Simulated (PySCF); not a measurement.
C5H11Si, SMILES [CH]=C[Si](C)(C)C, doublet, GFN2-xTB optimised geometry.

```
17

C     -1.81     1.72    -0.90
C     -1.09     1.14     0.00
Si    -0.50    -0.71     0.00
C     -1.16    -1.53     1.59
C     -1.17    -1.60    -1.54
C      1.41    -0.71     0.00
H     -2.26     1.42    -1.82
H     -0.74     1.68     0.87
H     -0.85    -2.57     1.66
H     -2.24    -1.50     1.63
H     -0.79    -1.02     2.48
H     -2.26    -1.59    -1.56
H     -0.82    -1.13    -2.45
H     -0.86    -2.64    -1.56
H      1.81    -0.19     0.87
H      1.80    -1.72     0.01
H      1.81    -0.21    -0.88
```

Density from unrestricted CAM-B3LYP/def2-SVP (PySCF) at that geometry.

Minimum of the electron density along straight lines between bonded atoms, close to the bond critical point (lines longer than 1.1 times the sum of covalent radii, or with two minima, are not listed):

| bond | length / Å | ρ at the minimum / e bohr⁻³ | ∇²ρ there / e bohr⁻⁵ | position (fraction from the first atom) |
|---|---|---|---|---|
| C1–C2 | 1.287 | 0.363 | -1.02 | 0.52 |
| C2–Si3 | 1.940 | 0.102 | 0.27 | 0.62 |
| Si3–C4 | 1.909 | 0.111 | 0.31 | 0.38 |
| Si3–C5 | 1.904 | 0.111 | 0.31 | 0.38 |
| Si3–C6 | 1.909 | 0.111 | 0.31 | 0.38 |
| C1–H7 | 1.068 | 0.284 | -1.13 | 0.65 |
| C2–H8 | 1.084 | 0.273 | -1.01 | 0.63 |
| C4–H9 | 1.086 | 0.272 | -0.98 | 0.63 |
| C4–H10 | 1.086 | 0.272 | -0.99 | 0.63 |
| C4–H11 | 1.086 | 0.272 | -0.98 | 0.63 |
| C5–H12 | 1.086 | 0.272 | -0.98 | 0.63 |
| C5–H13 | 1.086 | 0.272 | -0.98 | 0.63 |
| C5–H14 | 1.086 | 0.272 | -0.98 | 0.63 |
| C6–H15 | 1.086 | 0.272 | -0.98 | 0.63 |
| C6–H16 | 1.086 | 0.272 | -0.98 | 0.63 |
| C6–H17 | 1.086 | 0.272 | -0.99 | 0.63 |
